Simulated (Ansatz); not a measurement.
A structure relaxed at PBE0-D4/def2-TZVPD in Ansatz, charge -1, singlet:

```xyz
4

B    -0.2280    0.6226   -0.4083
Si    1.0175    1.2573    0.8580
Si   -1.1606   -0.8471   -1.1348
Si    0.3711   -1.0328    0.6850
```

Question: Give its formula and point group.

Answer: the cluster Si3B⁻. Point group C2v (tolerance 0.1 Å).

Question: Summarise the bond lengths by kind (pairs closer than 1.2 times the sum of covalent radii, bridged metal pairs left out).

Answer: 3 × B–Si 1.89 to 2.07 Å; 2 × Si–Si 2.39 Å.

The structure comes from a short search, and lower isomers may exist.
